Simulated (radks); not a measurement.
The numbers below are computed, except where a source is named.
Spherical quantum dot in the effective-mass picture: electrons in a hard-walled sphere of radius 3.04, all in effective atomic units (hartree* = m*/eps^2 hartree, bohr* = eps/m* bohr), one dielectric constant everywhere. Level of theory: non-relativistic Kohn-Sham, PBEsol, spin-polarised, spherical densities (a radial shooting solver with Libxc functionals). Levels are named by radial order and angular momentum (1s, 1p, 1d, 2s, ...), and open shells are averaged over m. Each electron was tried in the lowest free levels, single moves between levels near the top were tried too, and the lowest total energy was kept; such a search can miss a lower state. At N = 1 the Hartree and exchange-correlation terms need not cancel, so that row can carry a self-interaction error.

N,open shells,2S,mu = E(N) - E(N-1) (hartree*),addition energy mu(N+1) - mu(N) (hartree*),e(HOMO) (hartree*),rms radius (bohr*)
1,"1s(up 1, down 0)",1,0.54202,0.5310,0.74726,1.628
2,none,0,1.0730,0.9045,1.2784,1.689
3,"1p(up 1, down 0)",1,1.9775,0.4121,2.1804,1.794
4,"1p(up 2, down 0)",2,2.3895,0.4229,2.6001,1.851
5,"1p(up 3, down 0)",3,2.8125,0.5446,3.0253,1.891
6,"1p(up 3, down 1)",2,3.3571,0.4012,3.5550,1.923
7,"1p(up 3, down 2)",1,3.7583,0.4115,3.9631,1.949
8,none,0,4.1697,0.9965,4.3770,1.971
9,"1d(up 1, down 0)",1,5.1663,0.3993,5.3654,1.999
10,"1d(up 2, down 0)",2,5.5656,0.4017,5.7662,2.023
11,"1d(up 3, down 0)",3,5.9673,0.4029,6.1686,2.043
12,"1d(up 4, down 0)",4,6.3702,0.4035,6.5719,2.061
13,"1d(up 5, down 0)",5,6.7737,0.5156,6.9756,2.076
14,"1d(up 5, down 1)",4,7.2893,0.3927,7.4852,2.091
15,"1d(up 5, down 2)",3,7.6820,0.3951,7.8793,2.104
16,"1d(up 5, down 3)",2,8.0772,0.3966,8.2753,2.115
17,"1d(up 5, down 4)",1,8.4737,0.3974,8.6723,2.126
18,none,0,8.8712,1.096,9.0701,2.136
19,"1f(up 1, down 0)",1,9.9674,0.3895,10.162,2.148
20,"1f(up 2, down 0)",2,10.357,0.3901,10.552,2.159
21,"1f(up 3, down 0)",3,10.747,0.3905,10.942,2.169
22,"1f(up 4, down 0)",4,11.138,0.3908,11.333,2.178
23,"1f(up 5, down 0)",5,11.528,0.3910,11.724,2.187
24,"1f(up 6, down 0)",6,11.919,0.3910,12.115,2.195
25,"1f(up 7, down 0)",7,12.310,0.4966,12.506,2.203
26,"1f(up 7, down 1)",6,12.807,0.3852,12.999,2.211
27,"1f(up 7, down 2)",5,13.192,0.3859,13.385,2.217
28,"1f(up 7, down 3)",4,13.578,0.3865,13.771,2.224
29,"1f(up 7, down 4)",3,13.965,0.3868,14.158,2.230
30,"1f(up 7, down 5)",2,14.351,-,14.545,2.236

All shells are closed at N = 2, 8, 18 (there: 1s2 1p6 1d10); the second difference of the energy has clear peaks (12 % above both neighbours; the first and last values, which can be the largest, are not judged, and half-filled shells can peak too) at N = 2, 5, 8, 13, 18, 25.
